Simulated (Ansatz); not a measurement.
Start from `O[SiH](P)S` and change one atom or group to get `OC[SiH](O)S`.

Ansatz, PBE0-D4/def2-TZVP geometries, multiplicity 1. Each molecule was computed in one conformer, which needn't be the lowest.

| property | `O[SiH](P)S` |
| --- | --- |
| LUMO energy (ωB97M-V/def2-TZVPP) / eV | 1.64 |
| HOMO energy (PBE/def2-TZVPP) / eV | -6.46 |
| HOMO–LUMO gap (PBE/def2-TZVPP) / eV | 5.46 |
| LUMO energy (B3LYP/def2-TZVPP) / eV | -0.38 |
| size of the dipole moment (ωB97M-V/def2-TZVPP) / D | 0.48 |
| HOMO–LUMO gap (PBE0/def2-TZVPP) / eV | 7.53 |

**Question.** Give the same properties after the change, and the shifts. (An estimate is asked.)

**Answer.** Computed: 
| property | `OC[SiH](O)S` | shift |
| --- | --- | --- |
| LUMO energy (ωB97M-V/def2-TZVPP) / eV | 1.83 | 0.19 |
| HOMO energy (PBE/def2-TZVPP) / eV | -6.17 | 0.29 |
| HOMO–LUMO gap (PBE/def2-TZVPP) / eV | 5.46 | 0.00 |
| LUMO energy (B3LYP/def2-TZVPP) / eV | -0.11 | 0.27 |
| size of the dipole moment (ωB97M-V/def2-TZVPP) / D | 0.28 | -0.20 |
| HOMO–LUMO gap (PBE0/def2-TZVPP) / eV | 7.80 | 0.27 |

With PBE0 the HOMO rises by 0.05 eV and the LUMO rises by 0.32 eV, so the gap widens by about 0.27 eV. PBE moves the HOMO by 0.29 eV and ωB97M-V by -0.11 eV. Dipoles are sizes alone; their direction can turn.

B3LYP here is the variant with VWN-RPA as its local correlation; programs differ in this.
